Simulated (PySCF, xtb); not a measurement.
Hf(OH)3(H) (H4HfO3), SMILES [OH][HfH]([OH])[OH], multiplicity 1.

xtb 6.7.1 with GFN2-xTB at its own geometry gives an orbital gap of 4.67 eV and a dipole moment of 2.57 D.

Geometry: B3LYP-D3(BJ)/def2-SVP. The multiplicity is an assumed one; no other spin state was optimised. The structure was generated by enumeration; whether it is a known compound was not checked. The def2 effective core potentials stand for the cores of Hf; spin–orbit coupling is left out. Other conformers were not sampled.

Q: What does M06-2X/def2-TZVPD (PySCF) give? (Estimate from the structure and the level; the computed values follow.)

A: gap 8.91 eV (levels -9.09 and -0.18 eV), dipole 2.76 D.
